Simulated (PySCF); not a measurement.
BrFH3NSi. Atoms are numbered in the order given.

```xyz
7

Si     0.3191    -0.9064     0.3256
N      2.0039    -0.7394     0.2142
F     -0.3289    -1.8816    -0.7979
Br    -0.5868     1.0817    -0.0172
H     -0.0683    -1.4662     1.6373
H      2.6319    -1.4527     0.5660
H      2.4397    -0.1416    -0.4779
```
Charge 0, spin multiplicity 1.

The structure is a stationary point at PBE0-D3(BJ)/def2-SVP. This is a generated structure with no PubChem entry under its InChIKey; it may be hypothetical. The values are those of a single conformer.

Level of theory: M06-2X/def2-TZVP in PySCF.

Gas-phase values at a fixed geometry.

```json
{
 "total_energy": "-3020.24311 hartree",
 "highest_occupied_level": "-9.62 eV",
 "lowest_empty_level": "1.17 eV",
 "orbital_gap": "10.79 eV",
 "dipole_moment": "2.57 D",
 "quadrupole, principal values (traceless, Buckingham form, about the centre of nuclear charge)": "-10.19, 1.72, 8.47 D·Å",
 "mean_static_polarisability": "48.7 bohr³ (7.21 Å³)",
 "polarisability_principal_values": "41.0, 45.8, 59.2 bohr³"
}
```
